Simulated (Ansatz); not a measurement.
Z-matrix (Å, degrees):
```
Si
N 1 1.734
Al 1 3.007 2 33.3
H 1 1.482 2 113.4 3 -115.9
H 1 1.523 2 107.2 3 0.2
H 1 1.482 2 113.4 3 116.4
B 2 1.416 1 119.1 3 180.0
F 3 1.648 1 149.4 2 0.0
Ga 3 2.486 1 74.5 2 180.0
H 7 1.198 2 120.1 1 -180.0
H 7 1.205 2 120.0 1 0.0
H 9 1.573 3 120.9 1 88.9
H 9 1.572 3 121.0 1 -89.2
```

Charge 0, multiplicity 1.

(1) List the CAM-B3LYP/def2-TZVPP orbital energies in eV (Ansatz). (Estimate.)

Results:

(1) The calculation gave: Occupied: -10139.61, -1802.00, -1526.94, -1251.30, -1108.59, -1108.49, -1108.48, -672.70, -391.31, -185.87, -151.55, -146.52, -114.96, -105.05, -104.76, -104.74, -101.88, -101.83, -101.81, -75.68, -75.54, -75.50, -33.41, -25.33, -24.82, -24.69, -24.67, -24.56, -24.50, -17.72, -15.86, -14.97, -14.31, -13.62, -13.26, -12.88, -12.75, -12.49, -11.52, -10.35, -10.30, -9.98, -8.62. Lowest empty: -0.76, -0.51, 0.42, 0.55, 1.22, 1.54, 2.24, 2.44.
